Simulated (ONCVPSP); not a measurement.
Plane-wave convergence, ONCV potential for Hf

```json
{
 "Element": "Hf",
 "Generator": "ONCVPSP 4.0.1",
 "Type": "optimised norm-conserving Vanderbilt (ONCV)",
 "Functional": "PBE",
 "Relativity": "scalar-relativistic",
 "Frozen core": "[Kr] 4d10 4f14",
 "Valence charge": "12",
 "Reference configuration": "5s2 5p6 5d2.5 6s1.5",
 "Partial waves": "5s+6s: rc 1.65 bohr, ncon 3, nbas 6, qcut 6 1/bohr, 3 projectors, debl 1 Ha; 5p: rc 2.15 bohr, ncon 4, nbas 8, qcut 8 1/bohr, 2 projectors, debl 1.8 Ha; 5d: rc 3.25 bohr, ncon 4, nbas 7, qcut 4.4 1/bohr, 1 projector",
 "Local potential": "polynomial inside 1.30 bohr (lpopt 5, dvloc0 0 Ha)",
 "Core correction": "none"
}
```

Problem. For each optimised wave give the share of its norm inside rc, the residual kinetic energy above qcut (Ha) and the cutoffs (Ha) for errors of 10, 1, 0.1 and 0.01 mHa per electron.

Solution.

```tsv
wave	norm inside rc	residual KE	10 mHa	1 mHa	0.1 mHa	0.01 mHa
5s	0.906	1.1e-04	11.1	14.8	19.0	54.8
6s	0.042	5.8e-05	7.6	13.5	17.1	32.1
s projector 3	0.060	1.6e-04	10.4	15.1	19.3	37.9
5p	0.938	6.8e-09	7.7	9.8	15.6	21.1
p projector 2	0.070	5.9e-09	6.2	8.6	17.0	22.3
5d	0.753	7.0e-06	5.7	7.2	8.5	9.7
```

The occupied waves need 15 Ha and 19 Ha for 1 and 0.1 mHa.
